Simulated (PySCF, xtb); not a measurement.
C2H6ClFSi2, SMILES F[SiH2]/C=C(/[SiH3])Cl. One conformer was computed; it need not be the lowest.

Harmonic wavenumbers (cm⁻¹) from GFN2-xTB in xtb at its own minimum, in rising order: 54, 80, 86, 125, 151, 199, 330, 346, 518, 519, 564, 579, 581, 720, 756, 760, 772, 774, 778, 794, 822, 879, 1198, 1626, 2274, 2280, 2282, 2319, 2337, 3047.

Task: What does PBE-D3(BJ)/def2-SVP run with PySCF 2.14.0 give at its own minimum? (Estimate from the structure and the level; the computed values follow.)

Result: 65, 93, 102, 144, 163, 232, 319, 377, 546, 605, 629, 646, 705, 733, 793, 831, 840, 878, 893, 898, 912, 935, 1145, 1595, 2172, 2184, 2185, 2188, 2191, 3082. Paired by order, the mean absolute difference is 62 cm⁻¹ and the zero-point energies are 40.8 and 41.6 kcal/mol.
